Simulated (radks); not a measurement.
Problem. Os4+, 72 electrons, occupied as [Xe] 4f14 5d4 (the NIST ground configuration). Method: scalar-relativistic Kohn-Sham, exchange-only LDA, spin-polarised, spherical densities, point nucleus; open shells are filled with parallel spins first (spin-orbit coupling, left out, can overturn this in heavy ions); computed with a radial shooting solver on a logarithmic mesh with Libxc functionals. Some entries of the table are withheld. Estimate them.

orbital  occ.  eigenvalue (eV)  r(max) (bohr)  <1/r> (bohr^-1)
1s down     1        -73862.91        0.01103            90.44
1s up       1        -73862.91        0.01103            90.44
2s up       1        -12901.48        0.06343            21.17
2s down     1        -12901.21        0.06343            21.17
2p up       3        -11243.18        0.05220            19.05
2p down     3        -11242.96        0.05220            19.05
3s up       1        -3035.661         0.1789            7.841
3s down     1        -3035.540         0.1789            7.841
3p up       3        -2548.880         0.1775            7.207
3p down     3        -2548.751         0.1775            7.207
3d up       5        -2004.393         0.1444            6.802
3d down     5        -2004.198         0.1444            6.802
4s up       1        -674.8194         0.4049            3.347
4s down     1        -674.5460         0.4049            3.347
4p up       3        -515.1202         0.4252            3.032
4p down     3        -514.8412         0.4253            3.033
4d up       5        -316.9233         0.4346            2.706
4d down     5        -316.5785         0.4346            2.707
5s up       1        -136.6279         0.9131            1.341
5s down     1        -134.1576         0.9088            1.353
4f up       7         -96.5881         0.4050            2.239
4f down     7         -95.9912         0.4047            2.248
5p up       3         -95.5740            (1)            1.142
5p down     3         -92.4525            (2)            1.155
5d up       4         -48.4508          1.306           0.8318
5d down     0         -44.5124          1.289           0.8399
6s up       0         -41.3065          2.137           0.5594
6s down     0         -37.6518          2.155           0.5447
6p up       0              (3)          2.521           0.4739
6p down     0              (4)          2.581           0.4511

Solution. 
(1) 5p up r(max) (bohr): 1.028
(2) 5p down r(max) (bohr): 1.021
(3) 6p up eigenvalue (eV): -31.3737
(4) 6p down eigenvalue (eV): -28.3894
